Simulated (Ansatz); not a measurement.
Input and output for C₂H₅F₃OSi, SMILES `CCO[Si](F)(F)F`.

```yaml
crystal:
  periodic: [false, false, false]
  atoms:
    - {symbol: C, position_ang: [-0.111274, -1.747634, 0.803599]}
    - {symbol: C, position_ang: [0.470242, -0.614212, 0.061103]}
    - {symbol: O, position_ang: [-0.502799, 0.473881, 0.074561]}
    - {symbol: Si, position_ang: [-0.320795, 1.904252, -0.686506]}
    - {symbol: F, position_ang: [0.803073, 2.766253, 0.039280]}
    - {symbol: F, position_ang: [-1.664121, 2.658345, -0.486913]}
    - {symbol: F, position_ang: [-0.033647, 1.800563, -2.161416]}
    - {symbol: H, position_ang: [-0.361322, -1.529492, 1.823360]}
    - {symbol: H, position_ang: [0.647361, -2.544828, 0.855659]}
    - {symbol: H, position_ang: [-0.955387, -2.116153, 0.229521]}
    - {symbol: H, position_ang: [1.334815, -0.209276, 0.539451]}
    - {symbol: H, position_ang: [0.735514, -0.869799, -0.957617]}
basis:
  gaussian: {orbitals: 6-31G, fitting: {mean_field: def2-universal-jkfit}}
hamiltonian: {xc: {name: B97}}
```

```sh
$ ansatz run in.yaml --threads 4 --pin off --events-out ev --progress --plain --max-ram 11315MiB
```

Output, abridged:

```
Functional definition: B97
676 factors; integrals over basis functions are off by at most 4.3e-2 eV
mean field evaluation 1: about -20216.0502 eV, gradient 6.9e1 eV
mean field evaluation 2: about -20208.9996 eV, gradient 9.4e1 eV
mean field evaluation 4: about -20224.8812 eV, gradient 2.4e0 eV
mean field evaluation 8: about -20224.8896 eV, gradient 4.1e-2 eV
mean field -20224.88962785 eV, -743.2509849010 hartree, gradient 6.6e-5 eV, S^2 0.000000; 0 other end points of the search recorded, 0 dependent functions left out
reference -20224.88965219 eV, -743.2509857953 hartree; 33, 33 occupied and 44, 44 virtual orbitals, 676 factors
Total energy: -20224.88965219 eV, -743.2509857953 hartree
```

It took 1.9 s on 4 threads of an Arm Neoverse V1 on a shared host, with 0.21 GiB of host memory at the peak.
